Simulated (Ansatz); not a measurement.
Relaxation of FGe2H7S (11 atoms, charge 0, multiplicity 1), to a largest force component of 0.03 eV/Å in at most 50 steps.

Method: RHF/def2-SVP in Ansatz 0.2.0.

```xyz
11
Properties=species:S:1:pos:R:3
Ge 0.505 -0.551 -0.356
F -1.118 -0.490 2.041
H 1.400 -0.367 -1.595
H 0.187 0.835 0.192
Ge -1.417 -1.941 -0.979
H -2.093 -2.563 0.243
H -2.428 -1.099 -1.768
H -0.903 -3.068 -1.890
S 1.768 -1.573 1.212
H 1.423 -2.833 0.912
H -0.360 -0.772 2.465
```

Where does it end, and by what steps?

The run converged. After 8 steps the energy has fallen by 0.128 eV; F2 moved furthest, 0.49 Å.

```
step  energy less start (eV)  largest force component (eV/Å)  accepted
   0                  0.0000                           0.599       yes
   1                 -0.0564                           1.611       yes
   2                 -0.0785                           0.478       yes
   3                  0.0712                           3.079        no
   4                 -0.1153                           0.324       yes
   5                 -0.1240                           0.062       yes
   6                 -0.1109                           0.886        no
   7                 -0.1272                           0.046       yes
   8                 -0.1283                           0.020       yes
```

```xyz
11
Properties=species:S:1:pos:R:3
Ge 0.565 -0.556 -0.504
F -1.265 -0.637 2.481
H 1.540 -0.504 -1.686
H 0.237 0.868 -0.057
Ge -1.424 -1.908 -1.024
H -2.044 -2.456 0.260
H -2.441 -1.047 -1.781
H -0.994 -3.078 -1.922
S 1.664 -1.431 1.285
H 1.542 -2.719 0.952
H -0.415 -0.955 2.472
```

Whether the end is a true minimum wasn't checked by a vibrational analysis.

The run took 10 s on 4 threads of Intel(R) Xeon(R) 6975P-C (Granite Rapids), with other jobs on the host, peak memory 0.39 GiB.
